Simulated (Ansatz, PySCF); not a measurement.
Reaction (SMILES): FCBr [bromo(fluoro)methane] -> F[CH-]Br + H+
Structures are relaxed separately at B3LYP-D3(BJ)/def2-TZVP in Ansatz (a quantum-chemistry and plane-wave program).
Geometry of the first species:
```xyz
5

F     -1.8086     0.8720    -0.1203
C     -1.1928    -0.3299     0.0514
Br     0.7524    -0.1183     0.0147
H     -1.4463    -0.7339     1.0269
H     -1.4520    -0.9932    -0.7682
```
Charge 0, spin multiplicity 1.

Property: gas-phase deprotonation energy (0 K, with B3LYP-D3(BJ) harmonic zero-point energies from PySCF), in kJ/mol. Valence correlation only, unless marked. No spin-orbit coupling. The frozen core is the preceding noble-gas configuration, with the filled d and f shells of earlier blocks. No relativistic terms. Anions need diffuse functions: aug- sets have them; def2-D sets add few; the other sets have none. Basis-set limits of correlation are two-point, X^-3; Hartree-Fock from the larger set. [CCSD(T)-MP2]/basis is that difference in the basis named.

```tsv
level	program	gas-phase deprotonation energy (kJ/mol)
r2SCAN-D4/def2-TZVPD	Ansatz + dftd4	1582.7
B3LYP/def2-TZVPD	Ansatz	1576.5
PBE0-D3(BJ)/def2-TZVP	Ansatz + dftd3	1603.5
PBE0/def2-TZVP	Ansatz	1602.4
r2SCANh-D4/def2-TZVPD	Ansatz + dftd4	1587.6
HSE06-D3(BJ)/def2-TZVPD	Ansatz + dftd3	…
B2PLYP-D3(BJ)/def2-TZVPD	Ansatz + dftd3	1581.8
RI-MP2/CBS(aug-cc-pVTZ,aug-cc-pVQZ)+[CCSD(T)-MP2]/aug-cc-pVTZ	Ansatz	…
```

Question: Fill in the missing entries.

Answer: 
- HSE06-D3(BJ)/def2-TZVPD, gas-phase deprotonation energy (kJ/mol): 1593.6
- RI-MP2/CBS(aug-cc-pVTZ,aug-cc-pVQZ)+[CCSD(T)-MP2]/aug-cc-pVTZ, gas-phase deprotonation energy (kJ/mol): 1586.2
